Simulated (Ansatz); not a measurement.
`[F][Zr]([F])([Cl])[SeH]` + H–F → `[F][Zr]([F])([F])[Cl]` + H₂Se at 600 K and 1 bar (ligand exchange at a Zr–Se bond).

Isolated molecules relaxed with PBE0-D4/def2-TZVP in Ansatz; ΔE leaves out vibrations. CCSD(T)/CBS adds triple-zeta CCSD(T) − MP2 to the extrapolated MP2 energy (def2 sets, frozen cores). This one scheme is used for every species. Elements past krypton have def2 core potentials. For Se, Zr outer-core shells are correlated without core-valence functions, which leaves a few kJ/mol of doubt a bond. Scalar relativity is left out up to krypton. One conformer a species, not always the lowest.

```csv
species,CCSD(T)/CBS energy (Eh),H − E (kJ/mol),S (J/(mol·K))
`[F][Zr]([F])([Cl])[SeH]`,-3107.94524,92.8,478.3
H–F,-100.39570,42.3,194.0
`[F][Zr]([F])([F])[Cl]`,-806.47035,68.8,412.8
H₂Se,-2401.89790,57.0,244.8
```

H − E and S are ideal-gas, rigid-rotor, harmonic terms from PBE0-D4/def2-TZVP, for one conformer and one mirror image of each species. 1 Eh = 2625.50 kJ/mol, R = 8.31446 J/(mol·K).

Task: By hand: ΔE, ΔH, ΔS and ΔG.

Result: ΔE = (-806.47035) + (-2401.89790) − (-3107.94524) − (-100.39570) = -0.02731 Eh = -71.7 kJ/mol. Δ(H − E) = 68.8 + 57.0 − 92.8 − 42.3 = -9.3, so ΔH = -81.0 kJ/mol. ΔS = 412.8 + 244.8 − 478.3 − 194.0 = -14.7 J/(mol·K). ΔG = -81.0 − 600 × (-14.7)/1000 = -72.2 kJ/mol.

Task: By hand: the equilibrium constant, and the temperature at which ΔG would vanish if ΔH and ΔS stayed fixed.

Result: log₁₀ K = −ΔG/(RT ln 10) = 6.3. ΔG = 0 at ΔH/ΔS = 5510 K, far beyond where these terms or the molecules hold.

The number of gas molecules stays the same, so ΔS is small and ΔH decides. A doubt of 5 kJ/mol in ΔE shifts log₁₀ K by 0.4 here. Other conformers and mirror images would add mixing entropy, several J/(mol·K) or more a flexible species. These are equilibria of isolated gas molecules and say nothing of rates. Largest T1 diagnostic: 0.017 (customary marks: 0.02 for closed shells, 0.045 for open ones).
